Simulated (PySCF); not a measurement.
# Exercise with solution: dipole moment from atomic charges

AsF2H3Si, SMILES [SiH](F)([AsH2])F. Atoms are numbered in the order given.

```xyz
7

Si    -1.0154     0.3839     0.0000
F     -1.6759    -0.3161    -1.3035
F     -1.6759    -0.3161     1.3035
As     1.2957    -0.1020     0.0000
H     -1.4224     1.8088     0.0000
H      1.5230     0.9373     1.1017
H      1.5230     0.9373    -1.1017
```

Geometry: B3LYP-D3(BJ)/def2-SVP.

Charges (e) from PBE/def2-TZVP (PySCF):

| atom | Mulliken | ESP fit |
|---|---|---|
| Si1 | 0.593 | 0.547 |
| F2 | -0.272 | -0.222 |
| F3 | -0.272 | -0.222 |
| As4 | -0.159 | -0.085 |
| H5 | -0.036 | -0.084 |
| H6 | 0.073 | 0.033 |
| H7 | 0.073 | 0.033 |

The dipole moment of the full density is 1.85 D.

What dipole moment does each set of point charges give, and which comes closer to that of the density?


μ = Σ q r, and 1 e Å = 4.8032 D.
Mulliken: Σ q r = (0.377, 0.488, 0.000) e Å, |μ| = 2.96 D.
ESP fit: Σ q r = (0.299, 0.269, 0.000) e Å, |μ| = 1.93 D.
ESP fit comes closer in size. Point charges leave out the atoms' own dipoles (lone pairs, polarised bonds); fits to the potential absorb them, partitions of the density don't.
